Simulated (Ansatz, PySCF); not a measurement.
Pair of molecules: germylsilane (SMILES [SiH3][GeH3]) (first 8 atoms) with CH4 (SMILES C); geometry from B3LYP-D3(BJ)/def2-TZVP.
(charge 0, multiplicity 1):
```xyz
13

Si     0.66080     1.33791     0.64120
Ge    -0.36328    -0.80312     0.37042
H      0.10282     2.03573     1.82168
H      0.41365     2.16510    -0.56402
H      2.12382     1.18202     0.82137
H      0.11556    -1.79325     1.44608
H     -0.01901    -1.39425    -1.00953
H     -1.89586    -0.69020     0.47133
C      0.06236     0.04414     4.35266
H      0.01567    -0.49466     5.29806
H      0.17688     1.10986     4.54446
H      0.91230    -0.31489     3.77410
H     -0.85602    -0.12684     3.79270
```

Interaction energies are E(AB) − E(A) − E(B) at the monomers' geometry in the complex; basis-set methods are counterpoise corrected.

Run with Ansatz (a first-principles code); PySCF for the dispersion terms. Each number belongs to the level named beside it.

Q: Estimate the interaction energy that PBE-D4/def2-TZVPPD returns for this input.

A: -54 meV

Q: Give the interaction energy at the level PBE/def2-TZVPPD.

A: 1 meV

Q: What is the computed interaction energy (revPBE/def2-TZVPPD)?

A: 53 meV
